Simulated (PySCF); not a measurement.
Bonds (- single, = double, # triple, : aromatic): N1#C2 1.154 Å, C2-C3 1.414 Å, C3-C4 1.616 Å, C4-O5 1.282 Å, C4-C6 1.526 Å, C6-C7 1.520 Å, C7-C4 1.526 Å. C3 carries H8, H9; C6 carries H10, H11; C7 carries H12, H13. Formal charges: O5 -1.

Total charge -1.

Geometry: GFN2-xTB; GIAO shifts from PySCF 2.14, gas phase, non-relativistic, averaged over equivalent atoms.

At mPW1PW91/STO-3G (41 basis functions, 2.5 s wall time on 1 thread of an AMD EPYC 9R45 96-Core, shared host):
```
  atoms  δ (ppm)
     N1    230.3
     C2    103.5
     C4     48.3
     C3     27.5
  C6/C7     12.6
     O5    156.3
  H8/H9     1.26
H10/H13    -0.22
H11/H12    -0.98
```

Chemical shifts δ = σref − σ; 15N (σ = 295.66 ppm) vs NH3; 13C (σ = 235.65 ppm), 1H (σ = 33.04 ppm) against TMS; 17O (σ = 342.73 ppm) vs H2O, all at this level.

What do these become at wB97X-D/pcSseg-1?

Answers


```tsv
atoms	δ at wB97X-D/pcSseg-1	change
N1	277.4	+47.1
C2	133.9	+30.4
C4	69.4	+21.1
C3	33.7	+6.2
C6/C7	14.0	+1.4
O5	112.5	-43.8
H8/H9	2.10	+0.84
H10/H13	0.41	+0.63
H11/H12	-0.23	+0.75
```

Shifts are taken against calculated references (same method and geometry level): 15N (σref 266.03) against NH3; 13C (σref 187.07) and 1H (σref 31.83) vs TMS; H2O for 17O (σref 334.70).

The largest change is at N1 (nitrile nitrogen). Cost: 149 basis functions, 10 s wall time on 1 thread of an AMD EPYC 9R45 96-Core, shared host. The order of the carbon signals is the same at both levels.

Experimental scales use liquid or dissolved standards, which lie at an offset from isolated NH3 (liquid NH3: subtract about 20 ppm) and H2O (liquid H2O: subtract about 36 ppm). Unscaled 15N shifts of sp2 nitrogen often come out too high even then, by a few to some tens of ppm.
